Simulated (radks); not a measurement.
The manganese ion Mn+ inside a hard spherical wall (all orbitals vanish at R), configuration held at [Ar] 3d5 4s1 and not refilled when levels cross. Method: scalar-relativistic Kohn-Sham, PBEsol, spin-polarised, spherical densities, finite nucleus; open shells are filled with parallel spins first; Fermi nuclear charge, rms radius 3.7057 fm; computed with a radial shooting solver on a logarithmic mesh with Libxc functionals. Eigenvalues in eV for spin up, with the zero of energy where the potential of the charges vanishes at infinity; a dash marks a level that is unbound or too diffuse for the functional's potential to be trusted. A positive occupied level is held by the wall or, in an anion where self-interaction has pushed it up, behind a barrier. The pressure on the wall is -dE/dV.

R (bohr) = free: E (hartree) -1157.10102; kinetic (hartree) 1169.767; e(3s) -95.346; e(3p) -64.191; e(3d) -16.375; e(4s) -12.648; e(4p, empty) -7.677; e(5s, empty) -; pressure (GPa) 0
R (bohr) = 15: E (hartree) -1157.10102; kinetic (hartree) 1169.767; e(3s) -95.346; e(3p) -64.191; e(3d) -16.375; e(4s) -12.648; e(4p, empty) -7.677; e(5s, empty) -; pressure (GPa) < 0.0001
R (bohr) = 8: E (hartree) -1157.10068; kinetic (hartree) 1169.771; e(3s) -95.325; e(3p) -64.170; e(3d) -16.355; e(4s) -12.627; e(4p, empty) -7.587; e(5s, empty) -1.323; pressure (GPa) 0.0200
R (bohr) = 6: E (hartree) -1157.09347; kinetic (hartree) 1169.827; e(3s) -95.082; e(3p) -63.929; e(3d) -16.127; e(4s) -12.317; e(4p, empty) -6.865; e(5s, empty) 4.509; pressure (GPa) 0.734
R (bohr) = 5: E (hartree) -1157.06789; kinetic (hartree) 1169.977; e(3s) -94.523; e(3p) -63.377; e(3d) -15.605; e(4s) -11.442; e(4p, empty) -5.327; e(5s, empty) 12.757; pressure (GPa) 4.56
R (bohr) = 4: E (hartree) -1156.95459; kinetic (hartree) 1170.506; e(3s) -92.870; e(3p) -61.759; e(3d) -14.032; e(4s) -8.256; e(4p, empty) -0.663; e(5s, empty) 32.119; pressure (GPa) 32.5
R (bohr) = 3.5: E (hartree) -1156.78339; kinetic (hartree) 1171.207; e(3s) -91.039; e(3p) -59.977; e(3d) -12.215; e(4s) -4.058; e(4p, empty) 4.883; e(5s, empty) 51.723; pressure (GPa) 96.3
